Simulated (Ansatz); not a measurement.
`FC(F)Cl` and `FC([SiH3])Cl` differ in one atom or group.

Ansatz, PBE0-D4/def2-TZVP geometries, multiplicity 1. 

```tsv
property	`FC(F)Cl`
zero-point energy (PBE0-D4/def2-TZVP) / kJ/mol	61.8
LUMO energy (B3LYP/def2-TZVPP) / eV	0.11
ideal-gas entropy at 298 K and 1 bar (rigid rotor, harmonic PBE0-D4/def2-TZVP) / J/(mol·K)	281
size of the dipole moment (ωB97M-V/def2-TZVPP) / D	1.41
HOMO energy (PBE0/def2-TZVPP) / eV	-9.60
HOMO–LUMO gap (B3LYP/def2-TZVPP) / eV	9.44
```

(1) Give the same properties after the change, and the shifts. (Best estimate.)

Results:

(1) Ansatz gave: 
```json
{"property": "zero-point energy (PBE0-D4/def2-TZVP) / kJ/mol", "`FC([SiH3])Cl`": "119.1", "shift": "57.3"}
{"property": "LUMO energy (B3LYP/def2-TZVPP) / eV", "`FC([SiH3])Cl`": "-0.32", "shift": "-0.43"}
{"property": "ideal-gas entropy at 298 K and 1 bar (rigid rotor, harmonic PBE0-D4/def2-TZVP) / J/(mol·K)", "`FC([SiH3])Cl`": "318", "shift": "37"}
{"property": "size of the dipole moment (ωB97M-V/def2-TZVPP) / D", "`FC([SiH3])Cl`": "1.77", "shift": "0.36"}
{"property": "HOMO energy (PBE0/def2-TZVPP) / eV", "`FC([SiH3])Cl`": "-8.35", "shift": "1.25"}
{"property": "HOMO–LUMO gap (B3LYP/def2-TZVPP) / eV", "`FC([SiH3])Cl`": "7.81", "shift": "-1.63"}
```

With PBE0 the HOMO rises by 1.25 eV and the LUMO falls by 0.53 eV, so the gap narrows by about 1.78 eV. PBE moves the HOMO by 1.15 eV and ωB97M-V by 1.32 eV. The zero-point energy changes by 57.3 kJ/mol with +9 modes. Dipoles are sizes alone; their direction can turn.

B3LYP here is the variant with VWN-RPA as its local correlation; programs differ in this.
